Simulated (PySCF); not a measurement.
**Correlation energy of Ga (gallium, neutral)**

[Ar] 3d10 4s1 4p2, high-spin 4P determinant (an excited configuration). Calculation: PySCF 2.14, in aug-cc-pVDZ-DK; scalar relativity by spin-free X2C-1e. Frozen: [Ar] 3d10; 3 electrons correlated.

| level | correlation energy (mhartree) |
| --- | --- |
| CCSD | -10.59 |
| (T) | -0.03 |
| CCSD(T) | -10.62 |
| CCSDT | -10.64 |
| FCI | -10.64 |

Diagnostics: T1 = 0.0042, D1 = 0.0060, largest double amplitude 0.043, weight of the Hartree-Fock determinant in FCI 0.9862 (1540 determinants).

Cost of the coupled-cluster step: about 0.14 core-seconds, for 3 correlated electrons.

Iterations:

```
CC2 = 0
CCSD nocc = (np.int64(3), np.int64(0)), nmo = (22, 22)
frozen orbitals [[0, 1, 2, 3, 4, 5, 6, 7, 8, 9, 10, 11, 12, 13], [0, 1, 2, 3, 4, 5, 6, 7, 8, 9, 10, 11, 12, 13]]
max_cycle = 100
direct = 0
conv_tol = 1e-08
conv_tol_normt = 1e-06
diis_space = 8
diis_start_cycle = 0
Init t2, MP2 energy = -0.00676173456935148
Init E_corr(UCCSD) = -0.00676173458310707
cycle = 1  E_corr(UCCSD) = -0.00916724070736371  dE = -0.00240550612  norm(t1,t2) = 0.0273936
cycle = 2  E_corr(UCCSD) = -0.0100430669253081  dE = -0.000875826218  norm(t1,t2) = 0.0108552
cycle = 3  E_corr(UCCSD) = -0.0105940652950433  dE = -0.00055099837  norm(t1,t2) = 0.00453394
cycle = 4  E_corr(UCCSD) = -0.0105850996925088  dE = 8.96560253e-06  norm(t1,t2) = 0.000536564
cycle = 5  E_corr(UCCSD) = -0.010586576230563  dE = -1.47653805e-06  norm(t1,t2) = 5.21357e-05
cycle = 6  E_corr(UCCSD) = -0.0105861232557951  dE = 4.52974768e-07  norm(t1,t2) = 7.01659e-06
cycle = 7  E_corr(UCCSD) = -0.0105862790709166  dE = -1.55815121e-07  norm(t1,t2) = 1.50954e-06
cycle = 8  E_corr(UCCSD) = -0.0105862375535735  dE = 4.1517343e-08  norm(t1,t2) = 3.52996e-07
cycle = 9  E_corr(UCCSD) = -0.0105862417397488  dE = -4.18617528e-09  norm(t1,t2) = 8.04159e-08
UCCSD converged
E(UCCSD) = -1941.972174632631  E_corr = -0.01058624173974882
UCCSD(T) correction = -3.25230280142561e-05
```
